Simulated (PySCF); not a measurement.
**Identify the compound**

The spectra below were simulated for a compound C6H7ClO2.

¹H NMR (300 MHz, computed): δ 6.26 (br s, 1H), 5.74 (br s, 1H), 5.62 (s, 1H), 5.51 (m, 1H), 1.53 (d, 3H).

¹³C{¹H} NMR (computed): δ 208.2 (C), 149.1 (C), 118.2 (CH2), 103.9 (CH), 101.2 (CH), 21.6 (CH3).

Computed data (PySCF 2.14.0 with density-fitted response routines): GIAO PBE0/pcSseg-1 shieldings, GFN2-xTB structure. Isolated molecule, fast rotation and ring inversion assumed for equivalent nuclei, one conformer, relativity neglected.

Shifts are taken against calculated references (same method and geometry level): TMS for ¹H (31.72 ppm) and ¹³C (186.93 ppm).

Question: Propose a structure and justify it.

Answer: 
The formula gives 3 degrees of unsaturation (1 ring in the answer). 6 carbon signals for 6 carbons: no two carbons are equivalent. Carbon types of the structure: 2 × C, 2 × CH, 1 × CH2, 1 × CH3, which accounts for all hydrogens. δC 208.2: ketone carbonyl carbon; low-lying n→π* states of the double bond to the heteroatom give a large paramagnetic term (-273 ppm). δC 149.1: fully substituted alkene carbon; the olefinic region. δC 118.2: terminal =CH2 carbon; as expected for a trigonal carbon in a double bond. δC 103.9, 101.2: sp3 CH bonded to O, α to a carbonyl; pulled downfield by the heteroatom. δC 21.6: methyl carbon; aliphatic region, no heteroatom directly attached. δH 6.26, 5.74: hydrogen on a terminal =CH2 carbon; olefinic region. δH 5.62, 5.51: hydrogen on an sp3 CH bonded to O, α to a carbonyl; its carbon carries O, hence the downfield position.

Structure: SMILES C=C(Cl)[C@@H]1O[C@H](C)C1=O.

The shifts were computed for this structure.

Carbons that carry Cl, above all several Cl atoms, come out too deshielded, partly because spin–orbit coupling is missing. Shifts are as computed. Against solution values, carbons near 30 ppm lie about +3 ppm off and those near 130 ppm about +5 ppm; carbons on Cl a further +6 ppm. Of 1211 compounds with measured shifts, 218 miss one by over three times the rms of a fit or turn the order of signals round; such compounds aren't used in these exercises. Multiplicities follow the n + 1 count of equivalent neighbours, as no J values were calculated; m marks all less simple cases, F and P coupling included.
